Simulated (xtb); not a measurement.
F₂, charge +1, doublet, from a rough starting geometry (a state made from the parent by changing its charge; the spin is typed, not shown lowest); GFN2-xTB run with xtb.

Input for xtb:
```
$ xtb mol.xyz --gfn 2 --chrg 1 --uhf 1 --opt vtight --json

# file mol.xyz
2

F      0.63721964     0.01054747     0.07457764
F     -0.70300010     0.01253752     0.02891124
```

Output, abridged:

```
   ID    Z sym.   atoms
    1    9 F      1, 2

           -------------------------------------------------
          |                Calculation Setup                |
           -------------------------------------------------

           -------------------------------------------------
          |                 G F N 2 - x T B                 |
           -------------------------------------------------

          ...................................................
          :                      SETUP                      :
          :.................................................:
          :  # basis functions                   8          :
          :  # atomic orbitals                   8          :
          :  # shells                            4          :
          :  # electrons                        13          :
          :  max. iterations                   250          :
          :  Hamiltonian                  GFN2-xTB          :
          :  restarted?                      false          :
          :  GBSA solvation                  false          :
          :  PC potential                    false          :
          :  electronic temp.          300.0000000     K    :
          :  accuracy                    1.0000000          :
          :  -> integral cutoff          0.2500000E+02      :
          :  -> integral neglect         0.1000000E-07      :
          :  -> SCF convergence          0.1000000E-05 Eh   :
          :  -> wf. convergence          0.1000000E-03 e    :
          :  Broyden damping             0.4000000          :
          :  net charge                          1          :
          :  unpaired electrons                  1          :
          ...................................................

 iter      E             dE          RMSdq      gap      omega  full diag
   1     -8.5378334 -0.853783E+01  0.310E+00    5.87       0.0  T
   2     -8.5380946 -0.261220E-03  0.180E+00    5.88       1.0  T
   3     -8.5382428 -0.148192E-03  0.224E-01    5.90       1.0  T
   4     -8.5382437 -0.920229E-06  0.967E-03    5.90       7.3  T
   5     -8.5382437 -0.577662E-09  0.838E-05    5.90     843.7  T
   6     -8.5382437 -0.312639E-12  0.105E-05    5.90    6710.9  T

   *** convergence criteria satisfied after 6 iterations ***

         :::::::::::::::::::::::::::::::::::::::::::::::::::::
         ::                     SUMMARY                     ::
         :::::::::::::::::::::::::::::::::::::::::::::::::::::
         :: total energy              -8.537129843488 Eh    ::
         :: gradient norm              0.027705649711 Eh/a0 ::
         :: HOMO-LUMO gap              5.904270587964 eV    ::
         ::.................................................::
         :: SCC energy                -8.538243713419 Eh    ::
         :: -> isotropic ES            0.234101774475 Eh    ::
         :: -> anisotropic ES          0.008517555462 Eh    ::
         :: -> anisotropic XC         -0.009296250325 Eh    ::
         :: -> dispersion             -0.000085381088 Eh    ::
         :: repulsion energy           0.001113869931 Eh    ::
         :: add. restraining           0.000000000000 Eh    ::
         :: total charge               1.000000000000 e     ::
         :::::::::::::::::::::::::::::::::::::::::::::::::::::

      -----------------------------------------------------------
     |                   =====================                   |
     |                        A N C O P T                        |
     |                   =====================                   |
     |               Approximate Normal Coordinate               |
     |                Rational Function Optimizer                |
      -----------------------------------------------------------
      -----------------------------------------------------------
     |                   =====================                   |
     |                        A N C O P T                        |
[...]
 * total energy  :    -8.5371298 Eh     change       -0.6927792E-13 Eh
 * total energy  :    -8.5376264 Eh     change       -0.4965372E-03 Eh
 * total energy  :    -8.5380425 Eh     change       -0.4161493E-03 Eh
 * total energy  :    -8.5380665 Eh     change       -0.2397656E-04 Eh
 * total energy  :    -8.5380669 Eh     change       -0.3511563E-06 Eh
 * total energy  :    -8.5380670 Eh     change       -0.9298089E-07 Eh
   *** GEOMETRY OPTIMIZATION CONVERGED AFTER 6 ITERATIONS ***
[...]

   *** convergence criteria satisfied after 3 iterations ***

         :::::::::::::::::::::::::::::::::::::::::::::::::::::
         ::                     SUMMARY                     ::
         :::::::::::::::::::::::::::::::::::::::::::::::::::::
         :: total energy              -8.538066950698 Eh    ::
         :: gradient norm              0.000001250732 Eh/a0 ::
         :: HOMO-LUMO gap              7.151804042859 eV    ::
         ::.................................................::
         :: SCC energy                -8.539997336102 Eh    ::
         :: -> isotropic ES            0.234560143608 Eh    ::
         :: -> anisotropic ES          0.009715828955 Eh    ::
         :: -> anisotropic XC         -0.012426030582 Eh    ::
         :: -> dispersion             -0.000085399807 Eh    ::
         :: repulsion energy           0.001930385404 Eh    ::
         :: add. restraining           0.000000000000 Eh    ::
         :: total charge               1.000000000000 e     ::
         :::::::::::::::::::::::::::::::::::::::::::::::::::::

           -------------------------------------------------
          |                Property Printout                |
           -------------------------------------------------

    * Orbital Energies and Occupations

         #    Occupation            Energy/Eh            Energy/eV
      -------------------------------------------------------------
         1        2.0000           -1.3741148             -37.3916
         2        2.0000           -1.2827639             -34.9058
         3        2.0000           -1.1263546             -30.6497
         4        2.0000           -1.1026274             -30.0040
         5        2.0000           -1.1026274             -30.0040
         6        1.5000           -1.0183963             -27.7120
         7        1.5000           -1.0183963             -27.7120 (HOMO)
         8                         -0.7555723             -20.5602 (LUMO)
      -------------------------------------------------------------
                  HL-Gap            0.2628240 Eh            7.1518 eV
             Fermi-level           -0.9526903 Eh          -25.9240 eV

     #   Z          covCN         q      C6AA      α(0)
     1   9 F        0.976     0.500     6.005     2.896
     2   9 F        0.976     0.500     6.005     2.896

 Mol. C6AA /au·bohr⁶  :         24.020517
 Mol. C8AA /au·bohr⁸  :        411.021073
 Mol. α(0) /au        :          5.791043

Wiberg/Mayer (AO) data.
largest (>0.10) Wiberg bond orders for each atom

 ---------------------------------------------------------------------------
     #   Z sym  total        # sym  WBO       # sym  WBO       # sym  WBO
 ---------------------------------------------------------------------------
     1   9 F    1.250 --     2 F    1.250
     2   9 F    1.250 --     1 F    1.250
 ---------------------------------------------------------------------------

Topologies differ in total number of bonds
Writing topology from bond orders to xtbtopo.mol

molecular dipole:
                 x           y           z       tot (Debye)
 q only:       -0.062       0.022       0.098
   full:       -0.062       0.022       0.098       0.300
molecular quadrupole (traceless):
                xx          xy          yy          xz          yz          zz
 q only:        1.490      -0.005      -0.753       0.067       0.003      -0.737
  q+dip:        0.167      -0.002      -0.091      -0.000       0.003      -0.077
   full:        0.475      -0.003      -0.245       0.015       0.003      -0.230

optimized geometry written to: xtbopt.xyz

           -------------------------------------------------
          | TOTAL ENERGY               -8.538066950698 Eh   |
          | GRADIENT NORM               0.000001250732 Eh/α |
          | HOMO-LUMO GAP               7.151804042859 eV   |
           -------------------------------------------------

normal termination of xtb
```
